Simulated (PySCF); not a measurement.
A PySCF script (with the pyscf-properties extension) for the NMR shieldings of `CC(=O)N([SiH2]C#N)C1CC1`, C6H10N2OSi, on a GFN2-xTB geometry:

```python
import basis_set_exchange as bse
import numpy as np
from pyscf import gto, dft
from pyscf.prop import nmr

atoms = """
C    -1.249700   -2.044659    0.441886
C    -1.361170   -0.600496    0.065666
O    -2.428101    0.000427   -0.030563
N    -0.266171    0.126946   -0.204559
Si   -0.866136    1.730995   -0.671988
C    -1.549453    2.543160    0.861160
N    -1.933740    3.058812    1.808179
C     1.061062   -0.380522   -0.151102
C     2.165576    0.482604    0.373449
C     1.692080   -0.687821    1.178770
H    -2.244967   -2.474546    0.513861
H    -0.743664   -2.138538    1.400794
H    -0.667730   -2.582424   -0.304170
H     0.378492    2.447098   -0.983539
H    -1.766374    1.712985   -1.809545
H     1.302060   -1.043625   -0.979246
H     3.127042    0.428947   -0.113281
H     1.905924    1.465737    0.732396
H     2.322318   -1.560108    1.259214
H     1.117505   -0.474294    2.067159
"""
names = dict.fromkeys(["C", "O", "N", "Si", "H"], "pcSseg-1")
basis = {el: gto.basis.parse(bse.get_basis(n, elements=[el], fmt="nwchem")) for el, n in names.items()}
mol = gto.M(atom=atoms, basis=basis, charge=0, verbose=0)
mf = dft.RKS(mol, xc="PBE0")
mf.grids.level = 2
mf.grids.alignment = dft.numint.BLKSIZE   # the property module wants whole blocks of grid points
mf.conv_tol = 1e-9
mf.kernel()

calc = nmr.RKS(mf)   # GIAO
C = mf.mo_coeff
Co = C[:, mf.mo_occ > 0]
resp = mf.gen_response(singlet=True, hermi=2)
def vind(x):   # induced exchange potential for any number of trial vectors
    d = np.einsum("pi,xij,qj->xpq", C, 2 * x.reshape(-1, C.shape[1], Co.shape[1]), Co, optimize=True)
    return np.einsum("xpq,pi,qj->xij", resp(d - d.transpose(0, 2, 1)), C, Co, optimize=True).ravel()
mo1, _ = nmr.rhf.solve_mo1(calc, with_cphf=vind)
sigma = calc.kernel(mo1)
for i, s in enumerate(sigma):   # ppm
    w = np.linalg.eigvalsh((s + s.T) / 2)
    print("%2d %-2s iso %8.1f  s11 %8.1f  s22 %8.1f  s33 %8.1f" % (i, mol.atom_pure_symbol(i), w.mean(), *w))
```

Problem. Give the expected output.

Solution. 
```
 0 C  iso    164.6  s11    151.2  s22    154.8  s33    187.8
 1 C  iso     -0.2  s11    -69.9  s22    -26.8  s33     96.2
 2 O  iso   -123.0  s11   -370.2  s22   -209.0  s33    210.2
 3 N  iso    120.4  s11     31.1  s22    139.0  s33    191.2
 4 Si iso    430.6  s11    383.5  s22    429.1  s33    479.1
 5 C  iso     62.7  s11    -52.3  s22    -47.5  s33    287.8
 6 N  iso    -85.6  s11   -289.5  s22   -267.8  s33    300.3
 7 C  iso    159.1  s11    127.1  s22    137.7  s33    212.5
 8 C  iso    177.0  s11    146.9  s22    175.8  s33    208.2
 9 C  iso    175.6  s11    140.1  s22    175.7  s33    210.9
10 H  iso     29.4  s11     24.9  s22     27.5  s33     35.7
11 H  iso     29.3  s11     24.5  s22     30.3  s33     33.1
12 H  iso     29.5  s11     25.3  s22     29.3  s33     33.8
13 H  iso     27.2  s11     23.7  s22     27.5  s33     30.5
14 H  iso     26.7  s11     23.5  s22     24.3  s33     32.4
15 H  iso     29.2  s11     22.5  s22     27.4  s33     37.7
16 H  iso     30.8  s11     25.1  s22     26.3  s33     41.0
17 H  iso     30.7  s11     25.1  s22     28.4  s33     38.6
18 H  iso     30.9  s11     25.8  s22     26.2  s33     40.9
19 H  iso     31.2  s11     26.9  s22     28.3  s33     38.4
```

These numbers come from an equivalent density-fitted implementation of the same equations, which agrees with the script to about 0.01 ppm for H and up to a few tenths of a ppm for heavy atoms, so last digits may differ.

Problem. Turn these shieldings into chemical shifts. Chemical shifts δ = σref − σ; 13C (186.93 ppm) and 29Si (349.16 ppm) and 1H (31.72 ppm) vs TMS; 17O (336.08 ppm) vs H2O; 15N (267.73 ppm) against NH3, all at this level.

Solution. Averaging equivalent atoms: C 1: 187.1; C 5: 124.3; C 7: 27.8; C 0: 22.3; C 8/9: 10.7; O 2: 459.1; N 6: 353.4; N 3: 147.3; Si 4: -81.4; H 13/14: 4.73; H 15: 2.50; H 10/11/12: 2.32; H 16/18: 0.84; H 17/19: 0.78 ppm. Unscaled 17O shifts of doubly bonded oxygen tend to come out too high, by tens of ppm or more. Experimental scales use liquid or dissolved standards, which lie at an offset from isolated NH3 (liquid NH3: subtract about 20 ppm) and H2O (liquid H2O: subtract about 36 ppm). Unscaled 15N shifts of sp2 nitrogen come out 20 to 40 ppm too high even then.

Size and cost of the density-fitted run: 227 basis functions, 110 s wall time on 1 thread of an Arm Neoverse N1, shared host; peak memory 1.1 GiB.
